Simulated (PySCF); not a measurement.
# Radial density of Ir+ (iridium, charge +1)

B97-3, [Xe] 4f14 5d6 6s1 6p1, one real determinant (an excited configuration). Calculation: PySCF 2.14, in def2-QZVPPD with the def2 core potential (60 electrons); a scalar-relativistic core potential. This is the valence pseudo-density: the core potential removes the inner electrons and smooths the orbitals near the nucleus.

| r (bohr) | 4πr²ρ (e/bohr) | 4πr²(ρα − ρβ) |
| --- | --- | --- |
| 0.157 | 4.128e-05 | 0.0000 |
| 0.265 | 0.002290 | 0.0007 |
| 0.445 | 0.3435 | 0.0431 |
| 0.748 | 8.952 | 1.1388 |
| 1.26 | 11.65 | 3.1431 |
| 2.12 | 3.168 | 2.0699 |
| 3.56 | 0.6367 | 0.5817 |
| 5.99 | 0.04046 | 0.0399 |
| 10.1 | 4.786e-05 | 0.0000 |

⟨L²⟩ = 8.02 against 12 for a pure F term, so this real determinant mixes terms. Energies and moments cover only the electrons outside the core potential. Spin-orbit coupling, absent here, splits the open shell strongly.
